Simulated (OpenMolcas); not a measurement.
# BHOF2 (difluorohydroxyborane): methods side by side

BHOF2 has 5 atoms, charge 0, and is taken as a singlet. SMILES: `OB(F)F`. Geometry: relaxed at PBE0-D4/def2-TZVP.

Quantity: the dipole moment, in D. The values are calculated.

| level | kind | program | value (D) | CPU time |
| --- | --- | --- | --- | --- |
| PBE/def2-SVPD | GGA | OpenMolcas | 1.95 | 27 s |
| revPBE/def2-SVPD | GGA | OpenMolcas | 1.93 | 29 s |
| M06-L/def2-SVPD | meta-GGA | OpenMolcas | 1.97 | 35 s |
| TPSS/def2-SVPD | meta-GGA | OpenMolcas | 1.95 | 36 s |
| r2SCAN/def2-SVPD | meta-GGA | OpenMolcas | 1.98 | 35 s |
| B3LYP/def2-SVPD | global hybrid | OpenMolcas | 2.00 | 26 s |
| BHLYP/def2-SVPD | global hybrid | OpenMolcas | 2.05 | 24 s |
| PBE0/def2-SVPD | global hybrid | OpenMolcas | 2.00 | 23 s |

The values span 1.93 to 2.05 D. Magnitudes only. CPU times are rough (shared hosts, several kinds of processor): they show what a rung costs within a factor of a few.
